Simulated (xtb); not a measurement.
xtb input:

```bash
xtb mol.xyz --gfn 2 --ohess tight --chrg 1 --uhf 0
```
mol.xyz:
```
10

O      0.52239204    -0.38409935     1.58199247
Si     0.33862595    -0.10916566     0.06526145
O      0.23368792    -1.22036073    -0.99786043
O      0.90299822     1.35204406    -0.35052910
O     -1.41434802     0.36583478    -0.08587158
H      0.38676917    -1.25448027     2.08724615
H      0.94898106    -1.71425463    -1.32528661
H      1.75842155     1.71155299    -0.08527706
H     -1.61473085     1.34659276    -0.09795053
H     -1.96617314    -0.03403639    -0.84256135
```

Q: Predict the final energy.

A: -20.27907 Eh (GFN2-xTB).

It need not be the lowest isomer of its formula.
